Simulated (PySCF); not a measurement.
**From computed data to an observable: dipole moment from atomic charges**

CH6GaN, SMILES C[NH][GaH2]. Atoms are numbered in the order given.

```xyz
9

Ga    -0.0563     0.8071     0.0000
H      1.0634     1.9092     0.0000
H     -1.6179     0.9899     0.0000
N      0.5335    -0.9271     0.0000
C     -0.2526    -2.1447     0.0000
H      1.5428    -1.1003     0.0000
H     -0.0639    -2.7811    -0.8962
H     -0.0639    -2.7811     0.8962
H     -1.3342    -1.8982     0.0000
```
Charge 0, spin multiplicity 1.

Geometry: PBE-D3(BJ)/def2-SVP.

Charges (e) from PySCF with ωB97X/def2-TZVPD:

```
atom  ESP fit     IAO
----  -------  ------
Ga1     0.528   0.548
H2     -0.182  -0.141
H3     -0.159  -0.146
N4     -0.562  -0.621
C5     -0.065  -0.271
H6      0.271   0.250
H7      0.050   0.124
H8      0.050   0.124
H9      0.071   0.133
```

The dipole moment of the full density is 0.72 D.

**Question.** What dipole moment does each set of point charges give, and which comes closer to that of the density?

**Answer.** 
μ = Σ q r, and 1 e Å = 4.8032 D.
ESP fit: Σ q r = (0.068, -0.129, 0.000) e Å, |μ| = 0.70 D.
IAO: Σ q r = (-0.015, -0.032, 0.000) e Å, |μ| = 0.17 D.
ESP fit comes closer in size. Point charges leave out the atoms' own dipoles (lone pairs, polarised bonds); fits to the potential absorb them, partitions of the density don't.
